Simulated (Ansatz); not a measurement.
`N[Si](Cl)Cl`• → `[NH][SiH](Cl)Cl`•  (isomerisation)

Gas-phase electronic energies from Ansatz, PBE0-D4/def2-TZVP geometries. CCSD(T)/CBS adds triple-zeta CCSD(T) − MP2 to the extrapolated MP2 energy (def2 sets, frozen cores). DFT in def2-TZVPP. Open shells (•) are unrestricted, without spin–orbit coupling. Each species was taken in one conformer, which may not be the lowest.

Q: Is it downhill or uphill in electronic energy at CCSD(T)/CBS, and by how much? (An estimate is asked.)

A: Ansatz gave: Uphill: ΔE = +96.6 kJ/mol.

Q: What do these levels give: r2SCANh-D4, CAM-B3LYP-D4, ωB97M-V, B2PLYP, r2SCAN0, SCS-MP2/def2-TZVPP? (Best estimate.)

A: Ansatz gave: r2SCANh-D4 97.0, CAM-B3LYP-D4 95.7, ωB97M-V 92.2, B2PLYP 96.8, r2SCAN0 94.4, SCS-MP2/def2-TZVPP 97.3 kJ/mol.

Largest T1 diagnostic among the species: 0.013.

From r2SCAN to r2SCAN0 (25 % exact exchange), in def2-TZVPP and without D4, ΔE moves by −3.9 kJ/mol. Leaving LDA and LC-ωPBE aside and taking each functional with its dispersion term where it has one, the values, not all of them listed here, spread over 29.3 kJ/mol, from BHLYP-D4 to PBE-D4. LDA lies +26.0 kJ/mol from PBE without D4.
